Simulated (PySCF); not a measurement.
# Carbon: a sound run and one with changed settings

Sound run: C(2+) [He] 2s2, C(3+) [He] 2s1. All numbers are calculated (PySCF 2.14, the spin-free X2C one-electron Hamiltonian (Gaussian nucleus), in jorge-DZP-DKH). In the sound run the correlated levels freeze 1s2. The sound run starts from symmetry-adapted Hartree-Fock orbitals and uses a fine grid where one is needed.

Changed run: basis STO-3G, all-electron and non-relativistic. This setting is unsound on purpose.

```
species   method  sound run (hartree)  changed run (hartree)  converged
  C(2+)      UHF            -36.41866              -35.97831        yes
  C(2+)   r2SCAN            -36.49735              -36.04962        yes
  C(2+)     TPSS            -36.53728              -36.08938        yes
  C(2+)      MP2            -36.45870              -36.01050        yes
  C(2+)  CCSD(T)            -36.49081              -36.04086        yes
  C(3+)      UHF            -34.73682              -34.28507        yes
  C(3+)   r2SCAN            -34.78489              -34.32618        yes
  C(3+)     TPSS            -34.80493              -34.34750        yes
```

Ionisation energy of C(2+):

| method | sound run (eV) | changed run (eV) |
| --- | --- | --- |
| UHF | 45.765 | 46.075 |
| r2SCAN | 46.599 | 46.897 |
| TPSS | 47.139 | 47.399 |
| MP2 | 46.855 | 46.951 |
| SCS-MP2 | 47.073 | 47.127 |
| CCSD | 47.728 | 47.778 |
| CCSD(T) | 47.728 | 47.778 |
| CCSDT | 47.728 | 47.778 |
| FCI | 47.728 | 47.778 |

A minimal basis cannot let orbitals breathe on ionisation and holds almost no correlation. The Hamiltonian changed with the basis, so the totals do not compare.

For comparison, NIST gives 47.888 eV between the lowest levels.
